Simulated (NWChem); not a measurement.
System: CH₆SSi; SMILES [SiH2](S)C

```xyz
9

Si     0.5585     0.4754     0.0098
C     -0.7509     1.8153    -0.0640
S     -0.2760    -1.5072    -0.1322
H      1.4773     0.5567    -1.1629
H      1.3578     0.6131     1.2661
H     -1.4293     1.7523     0.8009
H     -0.2815     2.8121    -0.0560
H     -1.3522     1.7186    -0.9804
H     -0.9677    -1.4269     1.0263
```
Atoms are numbered in this order, from 1.

Level: PBE0/def2-SVP (NWChem), optimised geometry, unscaled harmonic frequencies. 

```json
[
 {"frequency (cm⁻¹)": "163", "IR intensity (km/mol)": "6.9"},
 {"frequency (cm⁻¹)": "171", "IR intensity (km/mol)": "1.8"},
 {"frequency (cm⁻¹)": "211", "IR intensity (km/mol)": "18.6"},
 {"frequency (cm⁻¹)": "462", "IR intensity (km/mol)": "16.6"},
 {"frequency (cm⁻¹)": "500", "IR intensity (km/mol)": "26.4"},
 {"frequency (cm⁻¹)": "597", "IR intensity (km/mol)": "7.3"},
 {"frequency (cm⁻¹)": "690", "IR intensity (km/mol)": "1.4"},
 {"frequency (cm⁻¹)": "731", "IR intensity (km/mol)": "49.3"},
 {"frequency (cm⁻¹)": "817", "IR intensity (km/mol)": "7.2"},
 {"frequency (cm⁻¹)": "884", "IR intensity (km/mol)": "41.2"},
 {"frequency (cm⁻¹)": "908", "IR intensity (km/mol)": "242.8"},
 {"frequency (cm⁻¹)": "935", "IR intensity (km/mol)": "90.5"},
 {"frequency (cm⁻¹)": "1263", "IR intensity (km/mol)": "22.3"},
 {"frequency (cm⁻¹)": "1425", "IR intensity (km/mol)": "7.2"},
 {"frequency (cm⁻¹)": "1429", "IR intensity (km/mol)": "2.9"},
 {"frequency (cm⁻¹)": "2223", "IR intensity (km/mol)": "119.2"},
 {"frequency (cm⁻¹)": "2248", "IR intensity (km/mol)": "99.3"},
 {"frequency (cm⁻¹)": "2711", "IR intensity (km/mol)": "0.3"},
 {"frequency (cm⁻¹)": "3058", "IR intensity (km/mol)": "1.6"},
 {"frequency (cm⁻¹)": "3163", "IR intensity (km/mol)": "1.8"},
 {"frequency (cm⁻¹)": "3174", "IR intensity (km/mol)": "0.9"}
]
```

```json
{
  "zero_point_energy": "39.7 kcal/mol",
  "thermal correction to the enthalpy at 298.15 K (with zero-point energy)": "43.8 kcal/mol",
  "heat capacity Cv": "19.2 cal/(mol K)",
  "entropy at 298.15 K and 1 atm (symmetry number 1)": "74.1 cal/(mol K)",
  "dipole_moment": "1.84 D"
}
```

Rigid rotor and harmonic oscillator.
